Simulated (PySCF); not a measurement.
CuF2, SMILES [Cu+]([F])[F] (connectivity only; charge and spin as stated), charge +1, multiplicity 3. Geometry optimised at PBE-D3(BJ)/def2-TZVP. The multiplicity is an assumed one; other spin states were not compared.

Computed with PBE-D3(BJ)/def2-TZVP in PySCF 2.14.0.

Harmonic wavenumbers (cm⁻¹): 93, 93, 536, 719. Rotational constants (GHz): 4.496 (linear); symmetry number 2.

Task: Work out the zero-point energy and the ideal-gas rigid-rotor harmonic-oscillator thermochemistry at 298.15 K and 1 atm.

Result: ZPE = ½ Σ hcν = ½ × 1441 cm⁻¹ = 8.62 kJ/mol. H − E(el) = 22.02 kJ/mol. Entropy in J/(mol K): translation 166.37, rotation 62.67, vibration 33.64, spin 9.13, total 271.82. G − E(el) = -59.02 kJ/mol. Cp = 53.67 J/(mol K). Modes under 150 cm⁻¹ make the vibrational entropy uncertain.
